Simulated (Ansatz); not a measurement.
Ansatz (an electronic-structure program) input (RI-MP2/def2-TZVPPD):
A basis named .json is the Basis Set Exchange file of that set.

Ansatz 0.2 input:
```yaml
crystal:
  periodic: [false, false, false]
  atoms:
    - {symbol: Cl, position_ang: [-0.68659719, 1.77226795, 0.01360776]}
    - {symbol: Ga, position_ang: [-0.44205447, -0.35745114, -0.01093620]}
    - {symbol: Cl, position_ang: [1.58938787, -1.04225937, 0.00872680]}
    - {symbol: H, position_ang: [-1.64375297, -1.32916055, -0.04066559]}
basis:
  gaussian:
    orbitals: def2-TZVPPD.json
    fitting: {mean_field: def2-universal-jkfit, correlation: def2-TZVPPD-RIFIT.json}
magnetization: {spin_polarized: true, initial_magnetization: 2}
correlation: {method: mp2, electrons: outside_noble_gas}
```

End of the output:

```
integrals: 0.14 GiB planned
540 factors; integrals over basis functions are off by at most 1.4e0 eV
492 factors; integrals over basis functions are off by at most 1.3e2 eV
0.53 GiB of device memory are held for the factors and their scratch space
mean field: 0.67 GiB planned
mean field evaluation 1: about -77352.8881 eV, gradient 1.1e1 eV
mean field evaluation 2: about -77353.7087 eV, gradient 7.3e0 eV
mean field evaluation 4: about -77354.0375 eV, gradient 1.4e0 eV
mean field evaluation 8: about -77354.2249 eV, gradient 3.8e-1 eV
mean field evaluation 16: about -77354.9331 eV, gradient 8.3e-1 eV
mean field evaluation 32: about -77354.4123 eV, gradient 1.4e-1 eV
mean field evaluation 64: about -77355.1921 eV, gradient 2.4e-6 eV
mean field evaluation 96: about -77353.9390 eV, gradient 7.1e-1 eV
mean field evaluation 128: about -77354.3743 eV, gradient 6.3e0 eV
mean field evaluation 160: about -77355.1910 eV, gradient 1.4e-2 eV
mean field evaluation 192: about -77353.9210 eV, gradient 5.2e-2 eV
mean field evaluation 224: about -77354.2446 eV, gradient 1.3e-5 eV
mean field -77355.19210595 eV, -2842.7508766611 hartree, gradient 2.4e-6 eV, S^2 2.036290; 24 other end points of the search recorded, 0 dependent functions left out
24 core orbitals not correlated, not the lowest: weight in the atoms' cores, before any rotation towards them, 0.789 or more for the frozen orbitals, at most 0.217 for the correlated occupied ones
reference -77355.19210595 eV, -2842.7508766611 hartree; 10, 8 occupied and 139, 141 virtual orbitals, 492 factors
second order -11.50854149 eV of doubles, -0.00000000 eV of singles
Total energy: -77366.70064744 eV, -2843.1738077601 hartree
```

This state (charge 0, triplet) is run at the relaxed geometry of the species with charge 0 and multiplicity 1, and is a spin state other than that species' own.
